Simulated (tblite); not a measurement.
Question: Give a GFN2-xTB geometry of `C[C@@H](C(F)(OC)OC)F`.

Answer: 
```xyz
19
C5H10F2O2 angstrom
C     -1.6042   -1.9167    0.1677
O     -0.2978   -1.3480    0.2511
C     -0.1909   -0.0538   -0.1205
F     -0.3839    0.0295   -1.5334
O     -1.1641    0.7050    0.4638
C     -1.1271    2.1086    0.2522
C      1.2644    0.4297    0.0864
C      2.2808   -0.6181   -0.3250
F      1.4237    0.7473    1.4171
H     -2.2811   -1.4308    0.8705
H     -1.4726   -2.9634    0.4278
H     -1.9929   -1.8247   -0.8482
H     -1.0247    2.3390   -0.8108
H     -2.0856    2.4731    0.6150
H     -0.3201    2.5738    0.8229
H      1.4010    1.3625   -0.4755
H      2.1449   -0.8579   -1.3751
H      3.2838   -0.2312   -0.1644
H      2.1365   -1.5146    0.2710
```

Any rigid rotation of these coordinates is as good. Atoms count from 1 in this order. The 2 C–C bonds span 1.517 Å (C7–C8, drawn single) to 1.547 Å (C3–C7, drawn single), a spread of 0.030 Å. The 4 C–O bonds span 1.351 Å (O2–C3, drawn single) to 1.427 Å (C1–O2, drawn single), a spread of 0.076 Å. Of the pairs four or more bonds apart, O2···H19 is among the closest relative to their van der Waals radii: 2.44 Å, 90 % of the sum of Bondi's values. The C–F distances run from 1.377 Å (C7–F9, drawn single) to 1.428 Å (C3–F4, drawn single), a spread of 0.051 Å.

Bonds between heavy atoms (Å): C1–O2 1.427, O2–C3 1.351, C3–F4 1.428, C3–O5 1.365, O5–C6 1.420, C3–C7 1.547, C7–C8 1.517, C7–F9 1.377.

Structure optimised with GFN2-xTB, isolated species.

Point group: C1 (no symmetry element, even within 0.4 Å). Its GFN2-xTB frequencies are all real (lowest 65 cm⁻¹). One conformer, not necessarily the lowest (C1–O2–C3–F4 -70°, O2–C3–O5–C6 175°, O2–C3–C7–C8 41°).

Hardware: Arm Neoverse N1, one thread, shared host with 64 logical CPUs at a one-minute load of 57. Cost: 1.1 s wall. These figures are those of the optimisation.

These are computed values.
